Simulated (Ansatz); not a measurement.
`[NH2][GeH2][SiH2]O` and `[NH2][GeH2][SiH2]Cl` differ in one atom or group.

Ansatz, PBE0-D4/def2-TZVP geometries, multiplicity 1. Each molecule was computed in one conformer, which needn't be the lowest.

Scalar relativity is left out up to krypton.

```
                               property  `[NH2][GeH2][SiH2]O`
      HOMO energy (PBE/def2-TZVPP) / eV                 -6.26
HOMO–LUMO gap (ωB97M-V/def2-TZVPP) / eV                 10.79
  HOMO–LUMO gap (B3LYP/def2-TZVPP) / eV                  6.58
     HOMO energy (PBE0/def2-TZVPP) / eV                 -7.51
    LUMO energy (B3LYP/def2-TZVPP) / eV                 -0.72
   HOMO–LUMO gap (PBE0/def2-TZVPP) / eV                  7.02
```

What does the change do to each property? (An estimate is asked.)

Computed: 
```csv
property,`[NH2][GeH2][SiH2]Cl`,shift
HOMO energy (PBE/def2-TZVPP) / eV,-5.97,0.29
HOMO–LUMO gap (ωB97M-V/def2-TZVPP) / eV,11.06,0.27
HOMO–LUMO gap (B3LYP/def2-TZVPP) / eV,6.62,0.04
HOMO energy (PBE0/def2-TZVPP) / eV,-7.37,0.14
LUMO energy (B3LYP/def2-TZVPP) / eV,-0.52,0.20
HOMO–LUMO gap (PBE0/def2-TZVPP) / eV,7.03,0.01
```

B3LYP here is the variant with VWN-RPA as its local correlation; programs differ in this.
